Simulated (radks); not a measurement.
Trend from Lu2+ to Hg2+: ionisation energy by Delta-SCF between NIST ground configurations, and size. All-electron calculation, scalar-relativistic Kohn-Sham, LDA (Slater exchange, Perdew-Wang correlation), spin-polarised, spherical densities, finite nucleus; open shells are filled with parallel spins first (spin-orbit coupling, left out, can overturn this in heavy ions); Fermi nuclear charge, rms radius of each element as measured or else 0.836 A^(1/3) + 0.57 fm. Program: a radial shooting solver on a logarithmic mesh with Libxc functionals.

Lu2+: configuration [Xe] 4f14 6s1; IE (eV) 21.531; NIST (eV) 20.959; kind exp.; -e(HOMO) (eV) 18.301 (6s); outermost 6s; <r> outermost (bohr) 3.02; r at 0.001 e/bohr^3 (bohr) 4.03
Hf2+: configuration [Xe] 4f14 5d2; IE (eV) 22.561; NIST (eV) 22.55; kind theory; -e(HOMO) (eV) 17.557 (5d); outermost 5d; <r> outermost (bohr) 2.10; r at 0.001 e/bohr^3 (bohr) 3.70
Ta2+: configuration [Xe] 4f14 5d3; IE (eV) 24.622; NIST (eV) 23; kind theory; -e(HOMO) (eV) 19.372 (5d); outermost 5d; <r> outermost (bohr) 1.97; r at 0.001 e/bohr^3 (bohr) 3.73
W2+: configuration [Xe] 4f14 5d4; IE (eV) 26.610; NIST (eV) 26.0; kind semi-emp.; -e(HOMO) (eV) 21.124 (5d); outermost 5d; <r> outermost (bohr) 1.87; r at 0.001 e/bohr^3 (bohr) 3.71
Re2+: configuration [Xe] 4f14 5d5; IE (eV) 28.545; NIST (eV) 27; kind theory; -e(HOMO) (eV) 22.828 (5d); outermost 5d; <r> outermost (bohr) 1.77; r at 0.001 e/bohr^3 (bohr) 3.68
Os2+: configuration [Xe] 4f14 5d6; IE (eV) 27.365; NIST (eV) 25; kind theory; -e(HOMO) (eV) 21.758 (5d); outermost 5d; <r> outermost (bohr) 1.71; r at 0.001 e/bohr^3 (bohr) 3.65
Ir2+: configuration [Xe] 4f14 5d7; IE (eV) 29.561; NIST (eV) 28; kind theory; -e(HOMO) (eV) 23.686 (5d); outermost 5d; <r> outermost (bohr) 1.63; r at 0.001 e/bohr^3 (bohr) 3.61
Pt2+: configuration [Xe] 4f14 5d8; IE (eV) 31.655; NIST (eV) 29; kind theory; -e(HOMO) (eV) 25.532 (5d); outermost 5d; <r> outermost (bohr) 1.56; r at 0.001 e/bohr^3 (bohr) 3.56
Au2+: configuration [Xe] 4f14 5d9; IE (eV) 33.680; NIST (eV) 30; kind theory; -e(HOMO) (eV) 27.323 (5d); outermost 5d; <r> outermost (bohr) 1.50; r at 0.001 e/bohr^3 (bohr) 3.50
Hg2+: configuration [Xe] 4f14 5d10; IE (eV) 35.659; NIST (eV) 34.49; kind exp.; -e(HOMO) (eV) 29.076 (5d); outermost 5d; <r> outermost (bohr) 1.44; r at 0.001 e/bohr^3 (bohr) 3.45

Reference values: NIST Atomic Spectra Database (exp. = measured, semi-emp. = semi-empirical, theory = theoretical value adopted there). Open shells are spherical and high-spin; term and fine-structure splittings are not resolved. Spin-orbit splitting is averaged out at the scalar-relativistic level.
